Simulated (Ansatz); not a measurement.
Geometry optimisation, RKS PBE0/def2-SVP (Ansatz 0.2.0).

Input:

```yaml
crystal:
  periodic: [false, false, false]
  atoms:
    - { symbol: "N", position_ang: [-0.6875, 2.5287, -0.2201] }
    - { symbol: Al, position_ang: [0.3682, 1.1042, 0.2871] }
    - { symbol: C, position_ang: [-0.4677, -0.6841, 0.5835] }
    - { symbol: Ge, position_ang: [0.4311, -1.9587, -0.6328] }
    - { symbol: H, position_ang: [-1.4034, 2.7314, 0.5348] }
    - { symbol: H, position_ang: [-0.1183, 3.4296, -0.2898] }
    - { symbol: H, position_ang: [1.9713, 1.3176, 0.471] }
    - { symbol: H, position_ang: [-1.4906, -0.6167, 0.4163] }
    - { symbol: H, position_ang: [-0.2366, -0.9868, 1.6843] }
    - { symbol: H, position_ang: [0.0849, -1.5242, -2.0653] }
    - { symbol: H, position_ang: [1.8763, -2.0386, -0.3656] }
    - { symbol: H, position_ang: [-0.2508, -3.3576, -0.3694] }
basis:
  gaussian: { orbitals: def2-SVP }
hamiltonian:
  xc: pbe0
relax:
  f_tol: 0.015
  max_steps: 40
```

Run as:

```bash
$ ansatz run input.yaml --threads 2 --pin off --max-ram 3072MiB --backend cpu --events-out ev --progress --plain --runs-dir out
```

Task: Where does it end, and by what steps?

Result: The run converged. The force dipped under the threshold on the way, but the program's further checks kept it going. After 14 steps the energy has fallen by 0.658 eV; H5 moved furthest, 0.83 Å.

```csv
step,energy less start (eV),largest force component (eV/Å),accepted
0,0.0000,3.668,yes
1,-0.3869,1.763,yes
2,-0.6045,0.568,yes
3,-0.6449,0.262,yes
4,-0.6526,0.068,yes
5,-0.6542,0.113,yes
6,-0.6543,0.132,yes
7,-0.6556,0.043,yes
8,-0.6561,0.064,yes
9,-0.6566,0.013,yes
10,-0.6571,0.046,yes
11,-0.6573,0.045,yes
12,-0.6574,0.024,yes
13,-0.6575,0.006,yes
14,-0.6576,0.009,yes
```

```xyz
12
Properties=species:S:1:pos:R:3
N -0.551 2.511 -0.044
Al 0.463 1.150 0.475
C -0.307 -0.633 0.687
Ge 0.286 -1.939 -0.643
H -1.546 2.475 -0.237
H -0.208 3.453 -0.200
H 2.001 1.457 0.732
H -1.410 -0.596 0.655
H -0.022 -1.040 1.674
H -0.077 -1.459 -2.066
H 1.817 -2.116 -0.578
H -0.370 -3.318 -0.421
```

Whether the end is a true minimum wasn't checked by a vibrational analysis.

The run took 92 s on 2 threads of Arm Neoverse N1 (shared host), peak memory 0.29 GiB.
